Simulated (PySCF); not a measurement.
## How methods differ on the ionisation energy of Ag²⁺

Ag²⁺ [Kr] 4d9 (2D) → Ag³⁺ [Kr] 4d8 (3F), as a difference of total energies. Calculation: PySCF 2.14, in cc-pVTZ-PP with ECP28MDF (5s5p4d2f1g, 63 functions); scalar relativity through the core potential. Correlated levels: valence: 4s2 4p6 frozen. The calculations carry no spin-orbit coupling.

Question: Order these methods by the ionisation energy they give, lowest first.
A. SCS-MP2 (valence)
B. MP2 (valence)
C. UHF
D. TPSS

Answer: C (32.888 eV), D (34.472 eV), A (34.633 eV), B (34.766 eV).

The reference lies between the lowest fine-structure levels, while these numbers refer to the centres of the terms.

Errors of the correlated levels include the incompleteness of this basis and the frozen core.

For comparison: 34.8 ± 0.3 eV (semi-empirical (NIST evaluation); NIST Atomic Spectra Database, ionization energies).
